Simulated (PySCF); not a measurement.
Two species compared at the same levels of theory.

First species: C6H10F2O2.
Structure used (GFN2-xTB), in Å, numbered top down from 1:
```xyz
20
C6H10F2O2 angstrom
C     -0.3009   -1.7629    1.3138
C      0.4706   -0.7552    0.9331
O      0.3363    0.0970   -0.1021
C     -0.7397   -0.0810   -1.0271
C     -2.0274    0.5296   -0.4803
C     -0.3030    0.5982   -2.3198
O      1.6157   -0.4941    1.6660
C      2.3924    0.5489    1.2925
F      3.2226    0.8189    2.3103
F      3.1848    0.2316    0.2387
H     -0.0117   -2.3424    2.1667
H     -1.2007   -2.0331    0.8014
H     -0.8755   -1.1558   -1.2042
H     -2.2875    0.0872    0.4776
H     -2.8407    0.3589   -1.1797
H     -1.8993    1.6007   -0.3442
H     -0.1548    1.6611   -2.1482
H     -1.0636    0.4633   -3.0832
H      0.6330    0.1700   -2.6679
H      1.8443    1.4698    1.0279
```

Second species: C4H8Cl4OSi.
SMILES: `CO[C@@H](C)[Si@H](C(Cl)(Cl)Cl)Cl`

Levels: PBE0/pcSseg-1 for dipole moment, HOMO energy, LUMO energy and HOMO–LUMO gap; GFN2-xTB for rotational constant A and rotational constant C. Geometries: GFN2-xTB. Each structure is a single optimised conformer of the isolated species, non-relativistic unless stated; the electronic structure was computed with PySCF and density fitting.

Dipoles, sizes and rotational constants follow the conformer. The torsions of the flexible species, by atom-mapped SMILES:
- `[CH2:1]=[C:2]([O:3][CH:4]([CH3:5])[CH3:6])[O:7][CH:8]([F:9])[F:10]`: C1–C2–O3–C4 -4°, C2–O3–C4–C5 82°, C1–C2–O7–C8 -179°, C2–O7–C8–F9 165°
- `[CH3:1][O:2][C@@H:3]([CH3:4])[Si@@H:5]([Cl:6])[C:7]([Cl:8])([Cl:9])[Cl:10]`: C1–O2–C3–C4 80°, O2–C3–Si5–Cl6 76°, C3–Si5–C7–Cl8 -170°

```tsv
property	column X	column Y
dipole moment	2.96 D	4.20 D
HOMO energy	-7.76 eV	-6.79 eV
LUMO energy	-0.83 eV	0.92 eV
HOMO–LUMO gap	6.93 eV	7.71 eV
rotational constant A	0.869 GHz	2.190 GHz
rotational constant C	0.373 GHz	0.645 GHz
```

**Question.** Which column belongs to which species?

**Answer.** Column X is the second species and column Y the first. The first has 20 atoms and 80 electrons, the second 18 and 122.

**Question.** How does each property change from the first species to the second?

**Answer.** dipole moment -1.24 D; HOMO energy -0.97 eV; LUMO energy -1.75 eV; HOMO–LUMO gap -0.78 eV; rotational constant A -1.321 GHz; rotational constant C -0.272 GHz.

On the first: In atomic units the dipole is 1.65 e·bohr (1 au = 2.5417 D). A dipole of 4.20 D is allowed in C1, and pure rotational transitions are dipole-allowed.

On the second: A dipole of 2.96 D is allowed in C1, and pure rotational transitions are dipole-allowed. The dipole matches unit charges of opposite sign 0.62 Å apart (1 e·Å = 4.8032 D).
